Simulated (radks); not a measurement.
Results of a calculation; reference values are marked as such.
Species: Ca. Configuration: [Ar] 4s1 3d1 (not the ground configuration).

Level of theory: scalar-relativistic Kohn-Sham, PBE, spin-polarised, spherical densities, point nucleus; open shells are filled with parallel spins first (a radial shooting solver on a logarithmic mesh with Libxc functionals).

Energy parts (hartree):
| part | energy |
|---|---|
| total | -680.25852 |
| kinetic | 684.87863 |
| electron-nucleus | -1617.25215 |
| Hartree | 288.20316 |
| exchange-correlation | -36.08816 |

Orbitals (lengths in bohr, moments of r in powers of bohr):
| orbital | occ. | eigenvalue (hartree) | <r^4> |
|---|---|---|---|
| 1s up | 1 | -145.0547 | 0.0001626 |
| 1s down | 1 | -145.0543 | 0.0001626 |
| 2s up | 1 | -15.12773 | 0.04386 |
| 2s down | 1 | -15.12402 | 0.04382 |
| 2p up | 3 | -12.20263 | 0.03685 |
| 2p down | 3 | -12.19967 | 0.03680 |
| 3s up | 1 | -1.64790 | 4.054 |
| 3s down | 1 | -1.63021 | 4.003 |
| 3p up | 3 | -0.95299 | 7.057 |
| 3p down | 3 | -0.93349 | 6.866 |
| 3d up | 1 | -0.03616 | 877.4 |
| 4s up | 1 | -0.13405 | 654.8 |

The highest occupied level is 3d up at -0.984 eV. The density falls to 0.001 e/bohr^3 at r = 4.83 bohr. Summed over all electrons, <r^2> = 52.15 bohr^2, which gives a Langevin (diamagnetic) susceptibility term of -41.3 x 10^-6 cm^3/mol. Spin moment in Bohr magnetons: 2.
